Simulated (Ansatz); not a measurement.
Geometry optimisation, RKS PBE0-D4/def2-SVP (Ansatz 0.2.0).

Input:

```yaml
crystal:
  periodic: [false, false, false]
  atoms:
    - { symbol: Sn, position_ang: [0.0, 0.0, 0.0] }
    - { symbol: Cl, position_ang: [0.0, 0.0, 2.76] }
    - { symbol: Cl, position_ang: [2.2726, 0.0, -0.8025] }
    - { symbol: Cl, position_ang: [-1.1351, 1.9666, -0.8025] }
    - { symbol: Cl, position_ang: [-1.1351, -1.9666, -0.8025] }
    - { symbol: "N", position_ang: [-2.2776, 0.0, 0.7568] }
    - { symbol: H, position_ang: [-2.9976, -0.6071, 0.2705] }
    - { symbol: H, position_ang: [-2.5634, 0.6071, 1.5773] }
    - { symbol: H, position_ang: [-1.5625, 0.0, 1.9842] }
basis:
  gaussian: { orbitals: def2-SVP }
hamiltonian:
  xc: pbe0
  dispersion: d4
relax:
  f_tol: 0.15
  max_steps: 25
  restrain:
    - { distance: [0, 5], at: 2.1, k: 30.0 }
    - { distance: [8, 1], at: 1.37, k: 30.0 }
    - { distance: [0, 1], at: 3.61, k: 30.0 }
    - { distance: [8, 5], at: 2.26, k: 30.0 }
```

Run as:

```bash
$ ansatz run input.yaml --threads 4 --pin off --max-ram 5120MiB --backend cpu --events-out ev --progress --plain --runs-dir out
```

Problem. Where does it end, and by what steps?

Solution. It converged. The restraints hold the end off the free minimum; the threshold counts their pulls, which the force column leaves out. Restrained pairs: Sn1–N6 (2.40 → 2.08 Å), Cl2–H9 (1.74 → 1.33 Å), Sn1–Cl2 (2.76 → 3.61 Å), N6–H9 (1.42 → 2.25 Å). After 16 steps the energy has fallen by 3.032 eV (the restraints' own energy left out); Cl5 moved furthest, 1.66 Å.

```tsv
step	energy less start (eV)	largest force component (eV/Å)	accepted
0	0.0000	3.920	yes
1	0.3198	3.930	yes
2	0.1726	3.516	yes
3	-0.8302	2.474	yes
4	-1.6619	1.213	yes
5	-2.0388	1.353	yes
6	-2.3238	1.473	yes
7	-2.5497	1.373	yes
8	-2.7868	1.106	yes
9	-2.8373	1.100	yes
10	-2.8435	1.333	yes
11	-2.9151	0.953	yes
12	-2.9407	0.957	yes
13	-2.9906	0.868	yes
14	-2.9907	1.303	yes
15	-3.0247	0.913	yes
16	-3.0324	0.917	yes
```

```xyz
9
Properties=species:S:1:pos:R:3
Sn -0.648 -0.078 -0.425
Cl -0.129 1.198 2.913
Cl 1.450 -0.845 0.193
Cl -0.552 2.168 -1.015
Cl -1.260 -1.304 -2.316
N -2.102 -0.452 1.008
H -2.759 -1.141 0.636
H -2.617 0.410 1.181
H -0.783 0.044 2.766
```

Run time: 52 s on 4 threads of Arm Neoverse V1, on a shared host, peak memory 0.39 GiB.
